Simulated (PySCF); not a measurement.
# Peak assignment

Geometry (Å), atoms numbered from 1 in this order:
```xyz
17

C    -2.6488    0.2012   -0.2568
C    -1.2444   -0.2064    0.0506
C    -0.8694   -1.3203    0.7231
Si    0.9939   -1.3428    0.8360
C     1.1234    0.2818   -0.1060
C     2.3359    1.0507   -0.4852
F     2.0529    2.1804   -1.1440
F     3.1445    0.3258   -1.2698
F     3.0511    1.3909    0.5968
C    -0.1321    0.6683   -0.4025
H    -3.3761   -0.5181    0.1421
H    -2.8689    1.1935    0.1707
H    -2.8021    0.2852   -1.3456
H    -1.6031   -2.0320    1.1081
H     1.6459   -2.4794    0.1211
H     1.5340   -1.2604    2.2248
H    -0.3492    1.5897   -0.9547
```

Non-relativistic, single conformer, equivalent nuclei averaged, no solvent model. σ from GIAO-PBE/pcSseg-1; PBE0-D3(BJ)/def2-SVP geometry; PySCF 2.14.0 with density-fitted response routines.

δ = σ(ref) − σ, references computed at the same level: TMS for ¹³C and ¹H.

Problem. Assign these signals to the numbered atoms. ¹³C{¹H} NMR (computed): δ 165.5 (C), 155.5 (CH), 139.6 (C), 134.5 (C), 128.4 (CH), 25.5 (CH3).

Solution. 
165.5 → C2, fully substituted alkene carbon
155.5 → C10, alkene CH: the olefinic region
139.6 → C5, fully substituted alkene carbon: as expected for a trigonal carbon in a double bond
134.5 → C6, CF3 carbon: 3 electronegative neighbours deshield it
128.4 → C3, alkene CH: as expected for a trigonal carbon in a double bond
25.5 → C1, allylic methyl carbon: saturated and bonded to C and H only

Problem. Assign these signals to the numbered atoms. ¹H NMR (500 MHz, computed): δ 7.08 (m, 1H), 6.00 (t, 1H), 4.89 (m, 2H), 2.19 (s, 3H).

Solution. 
| δ (ppm) | atoms | environment | reason |
| --- | --- | --- | --- |
| 7.08 | H17 | hydrogen on an alkene CH | olefinic region |
| 6.00 | H14 | hydrogen on an alkene CH | – |
| 4.89 | H15/H16 | hydrogen on a silicon bonded to 2 C, in a 5-membered ring | – |
| 2.19 | H11/H12/H13 | hydrogen on an allylic methyl carbon | allylic position |

Splittings by ¹⁹F in the carbon and heteronuclear signals aren't shown, as no couplings were computed. Shifts are as computed. Against solution values, carbons near 30 ppm lie about +2 ppm off and those near 130 ppm about +2 ppm. Of 1309 compounds with measured shifts, 239 miss one by over three times the rms of a fit or turn the order of signals round; such compounds aren't used in these exercises. Multiplicities follow the n + 1 count of equivalent neighbours, as no J values were calculated; m marks all less simple cases, F and P coupling included.
